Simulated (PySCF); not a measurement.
B3LYP has the VWN-RPA correlation part, as in Gaussian. 

CH₄OSi, SMILES `OC=[SiH2]` (H–O–C–Si torsion 15°) (charge 0, multiplicity 1)

The numbers are results of PySCF with B3LYP-D3(BJ)/def2-TZVP, not measurements.

The HOMO comes out as -5.65 eV, the dipole moment comes out as 1.05 D and the HOMO–LUMO gap is 4.22 eV. The LUMO is -1.43 eV. The total energy is -405.2412 Ha and the cost is roughly 17 core-seconds.

```xyz
7

O     -1.6362    -0.0972    -0.5868
C     -0.3908    -0.5514    -0.2846
Si     0.9114     0.2015     0.5968
H     -1.6902     0.8551    -0.4409
H     -0.3195    -1.6096    -0.5182
H      2.2164    -0.4711     0.5048
H      0.9088     1.6726     0.7289
```
Charge 0, spin multiplicity 1.
